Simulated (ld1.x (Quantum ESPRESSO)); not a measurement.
Configuration tests for phosphorus (ultrasoft)

```
Element                 : phosphorus
Generator               : ld1.x (Quantum ESPRESSO) 7.5
Type                    : ultrasoft
Functional              : PBEsol
Relativity              : scalar-relativistic
Frozen core             : [Ne]
Valence charge          : 5
Reference configuration : 3s2 3p2 (charge +1)
Partial waves           : 3s (bound): rcut 1.30, rcutus 1.80 bohr; 3s channel at -0.15 Ry: rcut 1.30, rcutus 1.80 bohr; 3p (bound): rcut 1.80, rcutus 2.05 bohr; 3p channel at -0.7 Ry: rcut 1.80, rcutus 2.05 bohr; 3d channel at 0.2 Ry: rcut 1.25, rcutus 1.75 bohr; 3d channel at 1 Ry: rcut 1.25, rcutus 1.75 bohr
Local potential         : all-electron potential smoothed inside 1.85 bohr (lloc = -2)
Core correction         : Bessel-smoothed model core inside 0.90 bohr
Augmentation charge     : built from norm-conserving waves at rcut, not smoothed further
```

Energies are relative to the spin-unpolarised reference configuration 3s2 3p2; without spin polarisation the order of configurations can differ from experiment.

Task: Give the all-electron excitation energy and the error of the potential for: 3s2 3p3; 3s2 3p1; 3s2 3p0; 3s2 3p2.5; 3s1 3p4; 3s1 3p0; 3s1 3p3.

Result:

| valence configuration | charge | ΔE all-electron (eV) | error AE − PS (meV) |
| --- | --- | --- | --- |
| 3s2 3p3 | 0 | -9.698 | +2.2 |
| 3s2 3p1 | +2 | 19.112 | +5.0 |
| 3s2 3p0 | +3 | 48.817 | +35 |
| 3s2 3p2.5 | +0.5 | -5.938 | +1.0 |
| 3s1 3p4 | 0 | -1.189 | -0.8 |
| 3s1 3p0 | +4 | 100.730 | +88 |
| 3s1 3p3 | +1 | 9.095 | -3.0 |
